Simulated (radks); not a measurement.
Question: These are the eigenvalues of the occupied orbitals of an atom or ion with whole-number occupations (eV). Calculated with a radial shooting solver on a logarithmic mesh with Libxc functionals: Dirac Kohn-Sham, SOGGA, spin-unpolarised, spherical densities, finite nucleus; Fermi nuclear charge, rms radius of each element as measured or else 0.836 A^(1/3) + 0.57 fm.

orbital  eigenvalue
1s1/2     -90751.80
2s1/2     -22735.66

Which element is it, and in what charge state? The configuration may be excited. Open shells, if any, fill j = l - 1/2 first.

Answer: Z = 79, gold, charge +76: Au76+ in [He] 2s1. The 1s level, -3335.1 hartree, gives Z - s = 81.7 by -(Z - s)^2/2, which with screening and relativity narrows Z to a few neighbours, and the depths must fix Z and the occupations together.
